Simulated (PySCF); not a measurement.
# TDDFT excited states: C6H6F2O2

C₆H₆F₂O₂.
Structure used (GFN2-xTB), in Å, numbered top down from 1:
```
atom  x, y, z in Å
C1     1.3055    2.2963   -0.1888
C2     0.6122    1.3157   -0.1478
C3    -0.3128    0.2461   -0.1359
C4    -0.0931   -1.0520    0.1294
O5     1.0285   -1.6906    0.4961
C6     2.2329   -0.9642    0.6125
O7    -1.6074    0.6809   -0.4925
C8    -2.6447    0.1751    0.1862
F9    -3.6505    1.0624    0.1624
F10   -3.1442   -0.9505   -0.4017
H11    1.9528    3.1213   -0.2134
H12   -0.9121   -1.7570    0.0658
H13    2.9858   -1.6926    0.9092
H14    2.1520   -0.1850    1.3739
H15    2.5127   -0.5077   -0.3393
H16   -2.4253   -0.0893    1.2399
```

Method: TDDFT PBE0/def2-SVPD, vertical, gas phase, core orbitals frozen in the response (PySCF 2.14.0, density-fitted response routines).

Question: List the vertical singlet excitations with oscillator strengths and describe the spectrum.

Answer: 

```
state  E (eV)  E (kJ/mol)  λ (nm)       f  |μ| (D)  main configurations (H = HOMO, L = LUMO)
   S1    5.05         487   245.7  0.0094     0.70                               H→L+1 (91%)
   S2    5.30         511   234.1   0.232     3.40                                 H→L (86%)
   S3    5.92         572   209.3  0.0004     0.13                               H-1→L (97%)
   S4    6.23         601   199.0  0.0041     0.42                               H→L+2 (97%)
   S5    6.79         655   182.5   0.062     1.55                H-2→L (58%), H-1→L+1 (32%)
   S6    6.84         660   181.3   0.019     0.85                  H→L+3 (78%), H→L+4 (11%)
```

Triplets (Tamm–Dancoff): T1 3.30 eV, H→L (96%); T2 4.73 eV, H→L+1 (89%).

The lowest singlet lies at 5.05 eV (246 nm, ultraviolet) and is weak; its leading configuration is HOMO→LUMO+1 (91%). The strongest level in the table is S2 at 5.30 eV (234 nm, f = 0.232). Löwdin shares by element: HOMO carbon 54% or more, oxygen 19% or more (atoms not listed hold the other 27%); LUMO carbon 75% or more (atoms not listed hold the other 25%). Weighted by f, the mean energy of these states is 5.67 eV. Of the 6 states listed, 3 reach f = 0.01 and 1 stays under 0.0005. Orbital energies (eV): HOMO-3 -10.09, HOMO-2 -9.27, HOMO-1 -8.62, HOMO -6.78, LUMO -0.95, LUMO+1 -0.10, LUMO+2 0.55. The window holds the lowest 6 singlets.

Time: 60 s (grids of density and orbitals included); peak memory 1.0 GiB. Hardware: Intel Xeon Platinum 8488C, one thread, no GPU, shared host.

One conformer stands for the species.
